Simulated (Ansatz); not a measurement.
Si(vinyl)4 (C8H12Si). Total charge 0; singlet. Geometry r2SCAN-D4/def2-SVP; atoms count from 1.

Cartesian coordinates in Å:
```
Si 0.072 0.004 -0.002
C -1.093 0.738 1.280
C -1.605 0.071 2.327
H -1.412 1.781 1.134
H -1.335 -0.972 2.539
H -2.318 0.533 3.022
C 1.325 -1.137 0.812
C 1.651 -1.150 2.114
H 1.857 -1.834 0.145
H 1.161 -0.485 2.836
H 2.419 -1.823 2.516
C 0.991 1.394 -0.876
C 0.485 2.139 -1.873
H 2.000 1.644 -0.516
H -0.515 1.952 -2.286
H 1.043 2.971 -2.322
C -0.937 -0.999 -1.230
C -0.740 -1.053 -2.557
H -1.740 -1.622 -0.806
H 0.040 -0.458 -3.048
H -1.348 -1.692 -3.211
```

Estimate the Mulliken populations from the PBE0/def2-TZVP orbitals of Ansatz.


| atom | charge (e) |
| --- | --- |
| Si1 | 0.51 |
| C2 | -0.26 |
| C3 | -0.27 |
| H4 | 0.12 |
| H5 | 0.15 |
| H6 | 0.13 |
| C7 | -0.27 |
| C8 | -0.25 |
| H9 | 0.12 |
| H10 | 0.15 |
| H11 | 0.13 |
| C12 | -0.27 |
| C13 | -0.26 |
| H14 | 0.12 |
| H15 | 0.15 |
| H16 | 0.13 |
| C17 | -0.26 |
| C18 | -0.26 |
| H19 | 0.12 |
| H20 | 0.15 |
| H21 | 0.13 |
Mulliken values depend strongly on the basis.

And the Mayer bond orders between heavy atoms (over 0.3)?

Si1–C2 0.97 (1.88 Å); Si1–C7 0.99 (1.88 Å); Si1–C12 0.98 (1.88 Å); Si1–C17 0.99 (1.88 Å); C2–C3 1.93 (1.34 Å); C7–C8 1.94 (1.34 Å); C12–C13 1.93 (1.34 Å); C17–C18 1.94 (1.34 Å).
